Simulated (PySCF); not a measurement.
**Trend along the second period: MSi cations**

PBE0 with double-zeta basis sets in PySCF, for the lowest determinant that a PBE0 search found; no spin–orbit coupling. De refers to high-spin ground-configuration atoms (the charge goes to the atom of lower measured ionisation energy or higher electron affinity, which is not always the lowest computed limit). A positive dipole points towards Si; it is taken about the centre of mass and depends on that origin.

```json
{"M": "Li", "basis": "6-31G(d,p)", "charged atom": "Li+", "state (unpaired electrons)": "triplet (σ ↑, π ↑)", "Re (Å)": "2.804", "ωe (cm⁻¹)": "261", "De (eV)": "0.75", "μ (D)": "-7.63"}
{"M": "Be", "basis": "def2-SVPD", "charged atom": "Si+", "state (unpaired electrons)": "doublet (π ↑)", "Re (Å)": "2.297", "ωe (cm⁻¹)": "453", "De (eV)": "2.21", "μ (D)": "-4.79"}
{"M": "B", "basis": "6-31G(d,p)", "charged atom": "Si+", "state (unpaired electrons)": "triplet (σ ↑, π ↑)", "Re (Å)": "2.108", "ωe (cm⁻¹)": "542", "De (eV)": "2.84", "μ (D)": "-0.75"}
{"M": "C", "basis": "def2-SVP", "charged atom": "Si+", "state (unpaired electrons)": "quartet (σ ↑, π ↑↑)", "Re (Å)": "1.824", "ωe (cm⁻¹)": "847", "De (eV)": "3.74", "μ (D)": "1.15"}
{"M": "N", "basis": "def2-SVP", "charged atom": "Si+", "state (unpaired electrons)": "triplet (π ↑↑)", "Re (Å)": "1.801", "ωe (cm⁻¹)": "787", "De (eV)": "2.55", "μ (D)": "2.68"}
{"M": "F", "basis": "6-31G(d,p)", "charged atom": "Si+", "state (unpaired electrons)": "singlet (closed shell)", "Re (Å)": "1.556", "ωe (cm⁻¹)": "1039", "De (eV)": "6.60", "μ (D)": "3.37"}
```

The shortest bond is that of SiF⁺ (1.556 Å), the longest that of LiSi⁺ (2.804 Å). SiF⁺ is bound most strongly (6.60 eV) and LiSi⁺ least (0.75 eV).

The rows differ in basis set, which adds steps of its own.

The state changes along the series, so neighbouring rows are not always alike in their bonding.

For an ion De counts to the pair picked by the measured ionisation energies or electron affinities, which need not be the lowest pair at this level. States were picked by a PBE0 search and need not be the measured ground states.
